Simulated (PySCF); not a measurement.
# The third ionisation energy along group 14

Calculated with PySCF 2.14 from differences of total energies of unrestricted determinants, without spin-orbit coupling. Values in eV. The last column holds reference values (NIST; (s) semi-empirical, (t) theoretical, else measured). Unmarked ones compare directly (S terms, centres of terms, or small fine structure); those marked * lie between the lowest fine-structure levels and include a spin-orbit shift.

```
                       element                 configurations     UHF  SCS-MP2 (valence)  CCSD (valence)  CCSD(T) (valence)  CCSDT (valence)  FCI (valence)  reference
 C (dyall-av3z, spin-free X2C)            [He] 2s2 → [He] 2s1  45.797             47.272          47.828             47.828           47.828         47.828     47.888
Si (dyall-av3z, spin-free X2C)            [Ne] 3s2 → [Ne] 3s1  32.019             33.077          33.250             33.250           33.250         33.250     33.493
Ge (dyall-av3z, spin-free X2C)  [Ar] 3d10 4s2 → [Ar] 3d10 4s1  32.195             33.148          33.284             33.284           33.284         33.284     34.058
```

```csv
method,elements,mean error (eV),mean absolute error (eV),largest error (eV)
UHF,3,-1.809,1.809,-2.091
SCS-MP2 (valence),3,-0.647,0.647,-0.910
CCSD (valence),3,-0.359,0.359,-0.774
CCSD(T) (valence),3,-0.359,0.359,-0.774
CCSDT (valence),3,-0.359,0.359,-0.774
FCI (valence),3,-0.359,0.359,-0.774
```

Errors include the incompleteness of the basis and the frozen core.

"Valence" correlates the outer s and p shells and, in groups 3 to 12 and the f block, the outer d or f shell, open or full, or the next shell where the ion has no valence electron left; the wider scheme adds the next inner shell.
